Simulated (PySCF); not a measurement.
## Building multiplets from coupling constants

Atom-mapped SMILES (the numbers label the heavy atoms): `[BH3-:1][N+:2]#[C:3][CH2:4][B:5]([F:6])[F:7]`. Hydrogens are named by the atom that carries them.

- B3LYP/pcJ-1 coupling constants (spin–dipole term only in couplings to heteroatoms)
- PBE0-D3(BJ)/def2-SVP structure
- shieldings: GIAO PBE0/pcSseg-1
- program: PySCF 2.14
- one computed conformer, gas phase, fast rotation and ring inversion assumed for equivalent nuclei, non-relativistic Hamiltonian

Referencing at the same level of theory: 13C (184.41 ppm) vs TMS; 19F (177.25 ppm) against CFCl3.

Spectrometer: 400 MHz for 1H. First-order analysis; couplings under 1 Hz (under 4 Hz in carbon signals) are ignored, and nearly equal couplings are merged; the smaller ones broaden or split the lines further.

Question: What pattern does C4 show in the proton-coupled 13C spectrum?

Answer: A triplet of triplets at δ 3.0: 133.8 Hz to H(C4) (2 × 1H, 1 bond away), 37.4 Hz to F6/F7 (2 × 19F, 2 bonds away). Lines in Hz from the centre (relative intensity): +171.2 (1), +133.8 (2), +96.4 (1), +37.4 (2), +0.0 (4), -37.4 (2), -96.4 (1), -133.8 (2), -171.2 (1). The outer lines are 342.4 Hz apart, the sum of the couplings kept, or 3.404 ppm at this field.

Question: What pattern does F6/F7 show (19F)?

Answer: A triplet at δ -56.3: 2.5 Hz to H(C4) (2 × 1H, 3 bonds away). Lines in Hz from the centre (relative intensity): +2.5 (1), +0.0 (2), -2.5 (1). The outer lines are 5.0 Hz apart, the sum of the couplings kept, or 0.013 ppm at this field.

Question: What pattern does C3 show in the proton-coupled 13C spectrum?

Answer: A triplet of quartets of triplets at δ 111.4: 11.7 Hz to H(C4) (2 × 1H, 2 bonds away), 8.3 Hz to H(B1) (3 × 1H, 3 bonds away), 4.9 Hz to F6/F7 (2 × 19F, 3 bonds away).

Hydrogens on boron are broadened and split by 11B (spin 3/2, 80 %) and 10B (spin 3). 3J across rotatable bonds or in flexible rings reflects this conformer alone.
